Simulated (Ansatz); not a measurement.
lithium atom (Li), doublet. Base run: PBE0/6-31G** in Ansatz (a quantum-chemistry and plane-wave program).

The Ansatz input:
Ansatz 0.2 input:
```yaml
crystal:
  periodic: [false, false, false]
  atoms:
    - {symbol: Li, position_ang: [0.00000000, 0.00000000, 0.00000000]}
basis:
  gaussian:
    orbitals: 6-31G__.json
hamiltonian:
  xc: pbe0
magnetization: {spin_polarized: true, initial_magnetization: 1}
```
The basis file holds 6-31G** in the JSON format of the Basis Set Exchange.

Each row names what was changed in the base input (with any setting that the change needs).

| change | E (Eh) | <S^2> |
|---|---|---|
| base | -7.46556 | 0.750 |
| functional = b3lyp; dispersion = d3bj | -7.49098 | 0.750 |
| functional = wB97M-V | -7.47030 | 0.750 |
| functional = B97M-V | -7.50587 | 0.750 |
| functional = wB97X-V | -7.47745 | 0.750 |
| functional = r2scan | -7.47811 | 0.750 |
| functional = hse06 | -7.46438 | 0.750 |
| functional = cam_b3lyp | -7.46938 | 0.750 |
| functional = SVWN5 | -7.34100 | 0.750 |
| functional = blyp; dispersion = d4 | -7.48014 | 0.750 |
| functional = pbe0; dispersion = d4 | -7.46556 | 0.750 |
| functional = b3lyp | -7.49098 | 0.750 |
| functional = pbe | -7.46000 | 0.750 |

Absolute energies of different levels of theory aren't comparable as measures of quality.
